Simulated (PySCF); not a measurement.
H4ClFSi2, SMILES F[SiH2][SiH2]Cl, B3LYP/def2-SVP optimised geometry.

```
8

Si     1.18     0.07     0.00
F      1.70    -1.47    -0.11
Si    -1.17     0.07     0.00
Cl    -1.84    -0.89     1.73
H      1.72     0.66     1.26
H      1.71     0.83    -1.17
H     -1.72    -0.64    -1.19
H     -1.68     1.47     0.00
```

Density from B3LYP/def2-TZVP (PySCF) at that geometry.

Minimum of the electron density along straight lines between bonded atoms, close to the bond critical point (lines longer than 1.1 times the sum of covalent radii, or with two minima, are not listed):

```tsv
bond	length / Å	ρ at the minimum / e bohr⁻³	∇²ρ there / e bohr⁻⁵	position (fraction from the first atom)
Si1–F2	1.633	0.128	…	0.42
Si1–Si3	2.355	0.098	-0.18	0.50
Si3–Cl4	2.089	0.094	0.18	0.36
Si1–H5	1.489	0.124	0.13	0.49
Si1–H6	1.492	0.123	0.13	0.49
Si3–H7	1.489	0.122	…	0.49
Si3–H8	1.492	0.122	0.13	0.49
```

Task: Complete the blanks.

Result: 
- Si1–F2, ∇²ρ there / e bohr⁻⁵: 0.84
- Si3–H7, ∇²ρ there / e bohr⁻⁵: 0.14
